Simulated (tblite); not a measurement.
Compound: C8H5F3O3S.
Z-matrix (Å and degrees, GFN2-xTB geometry), rows numbered from 1:
```
O 
C   1  1.2215
C   2  1.4567  1  122.12
C   3  1.3525  2  129.63  1  -169.08
C   4  1.4243  3  130.17  2    -0.46
C   5  1.3592  4  129.08  3    -7.29
C   6  1.4202  5  127.15  4    -0.04
C   7  1.3446  6  127.61  5     6.62
S   8  1.8132  2  108.59  1   -11.92
O   9  1.4322  8  107.30  2   169.79
O   9  1.4243  8  110.84  2   -59.98
C   9  1.9119  8  106.10  2    59.20
F  12  1.3365  9  108.49  8    19.74
F  12  1.3302  9  107.70  8   135.68
F  12  1.3155  9  115.13  8  -103.54
H   3  1.0834  2  112.20  1     8.77
H   4  1.0840  3  115.94  2   178.00
H   5  1.0830  4  114.45  3   174.18
H   6  1.0817  5  117.48  4  -178.46
H   7  1.0845  6  117.27  5  -174.40
```

Level: GFN2-xTB in tblite, geometry and Hessian alike; calculated harmonic values, unscaled, isolated species. Errors from tens to a few hundred cm⁻¹ against measured bands are possible. One conformer, not necessarily the lowest.

Harmonic wavenumbers (cm⁻¹): 36.1, 42.0, 58.2, 116.5, 127.6, 146.1, 162.2, 194.9, 224.1, 252.8, 282.7, 292.5, 300.1, 362.6, 387.5, 446.7, 469.2, 481.1, 485.8, 518.2, 537.5, 580.0, 640.9, 667.9, 739.6, 773.0, 837.0, 852.3, 893.4, 929.3, 939.6, 952.8, 989.3, 1050.0, 1089.0, 1090.2, 1146.7, 1163.8, 1197.0, 1241.6, 1272.5, 1285.4, 1334.7, 1357.0, 1423.5, 1521.9, 1610.6, 1635.7, 1658.8, 3042.2, 3046.4, 3060.7, 3067.1, 3077.2.

A = 1056, B = 416.8, C = 370.8 MHz; mass 237.991 u (most abundant isotopes); point group C1, symmetry number 1.

What is the zero-point energy?

½Σν̃ = 26046 cm⁻¹ = 74.47 kcal/mol.

Give the ideal-gas entropy at 298.15 K and 1 bar in the rigid-rotor, harmonic-oscillator model (classical rotation).

Translation 42.33, rotation 31.95, vibration 46.18: S = 120.5 cal/(mol K).

And Cp and H(298.15 K) − H(0)?

Cp = 53.11 cal/(mol K), of which vibrations give 45.16 (their classical limit is 54 R = 107.3); H(298.15 K) − H(0) = 9.48 kcal/mol without the zero-point energy, 7.11 from vibrations.

What must be added to the electronic energy to get the Gibbs energy at 298.15 K and 1 bar?

ZPE + [H(298.15 K) − H(0)] − T·S = 74.47 + 9.48 − 35.92 = 48.03 kcal/mol.

Blend soft modes into free rotors: weight 1/[1 + (100 cm⁻¹/ν̃)⁴] for the oscillator and the rest for a rotor with moment μB/(μ + B), μ = h/(8π²ν), B = 10⁻⁴⁴ kg m². What vibrational entropy results?

41.91 cal/(mol K) in place of 46.18, which changes −T·S at 298.15 K by +1.27 kcal/mol.

Which modes carry the vibrational entropy at 298.15 K?

36.1 cm⁻¹: 5.46; 42.0 cm⁻¹: 5.16; 58.2 cm⁻¹: 4.52; 116.5 cm⁻¹: 3.16; 127.6 cm⁻¹: 2.98; 146.1 cm⁻¹: 2.72 cal/(mol K); the other 48 give 22.18 together.

How do the functions run with temperature in this model?

| T (K) | S (cal/(mol K)) | Cp (cal/(mol K)) | H − H(0) (kcal/mol) | G − H(0) (kcal/mol) | ln q(vib) |
| --- | --- | --- | --- | --- | --- |
| 150 | 91.5 | 32.9 | 3.06 | -10.66 | 5.14 |
| 250 | 111.7 | 47.0 | 7.07 | -20.85 | 9.29 |
| 400 | 137.7 | 64.5 | 15.49 | -39.60 | 15.26 |
| 600 | 167.1 | 80.3 | 30.11 | -70.18 | 22.68 |
| 900 | 202.5 | 93.5 | 56.40 | -125.85 | 32.57 |

q(vib) and H(0) count from the zero-point level.

Hindered rotation and anharmonicity are outside this model. Other conformers, if any are populated, would add a mixing term that is left out. The structure is chiral; the term R ln 2 for an equal mix with its mirror image is left out.
